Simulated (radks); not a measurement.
Results of a calculation; reference values are marked as such.
All-electron atom: neutral strontium in [Kr] 5s2. Level of theory: scalar-relativistic Kohn-Sham, PBEsol, spin-polarised, spherical densities, finite nucleus; Fermi nuclear charge, rms radius 4.224 fm (a radial shooting solver on a logarithmic mesh with Libxc functionals).

Radial electron density D(r) = 4 pi r^2 rho(r):

r (bohr)  D(r) (e/bohr)
0.004286          7.455
0.005762          11.77
0.007747          17.88
0.01042           25.80
0.01389           34.54
0.01868           42.71
0.02511           47.25
0.03376           46.20
0.04539           41.48
0.06054           39.89
0.0814            46.83
0.1094            56.47
0.1471            54.12
0.1962            40.03
0.2638            33.57
0.3547            40.27
0.4769            37.60
0.6412            20.96
0.8552            9.703
1.15              7.615
1.546             5.850
2.078             2.654
2.794            0.9887
3.727            0.6476
5.011            0.4008
6.737            0.1260
9.058           0.01760
12.18         0.0009202

D(r) has 3 maxima, at r = 0.0274, 0.122, 0.397 bohr, and minima at 0.0563, 0.254 bohr, inside which lie 2.06, 11.06 electrons.
